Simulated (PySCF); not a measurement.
chloro-(4-chlorosilylphenyl)silane (C6H8Cl2Si2), SMILES c1([SiH2]Cl)ccc([SiH2]Cl)cc1. Heavy atoms are numbered as in [SiH2:1]([Cl:2])[c:3]1[cH:4][cH:5][c:6]([SiH2:9][Cl:10])[cH:7][cH:8]1. Hydrogens are named by the atom that carries them.

Coordinates come from a B3LYP-D3(BJ)/def2-SVP optimisation. The values are those of a single conformer.

Computed with PySCF with B3LYP/pcSseg-1.

GIAO shieldings, no solvent; atoms alike by connectivity are averaged. δ = σ(ref) − σ: ²⁹Si against TMS (σ = 338.7 ppm); ³⁵Cl against HCl (σ = 933.3 ppm); ¹³C against TMS (σ = 181.3 ppm); ¹H against TMS (σ = 31.68 ppm), references at their B3LYP-D3(BJ)/def2-TZVP geometries, non-relativistic (without spin–orbit terms, shifts of atoms bonded to Cl or Br come out too high).

| atoms | nucleus | count | δ (ppm) |
|---|---|---|---|
| Si1 (SiH2) | ²⁹Si | 2 | -7.2 |
| Cl2 | ³⁵Cl | 2 | (withheld) |
| C3 | ¹³C | 2 | (withheld) |
| C4 (CH) | ¹³C | 4 | (withheld) |
| H on C4 | ¹H | 4 | 8.02 |
| H on Si1 | ¹H | 4 | 5.67 |

Task: Fill in the missing entries. (Estimate from the structure and the level; the computed values follow.)

Result: 
- C4 (CH), δ (ppm): 144.2
- C3, δ (ppm): 145.9
- Cl2, δ (ppm): -11.9
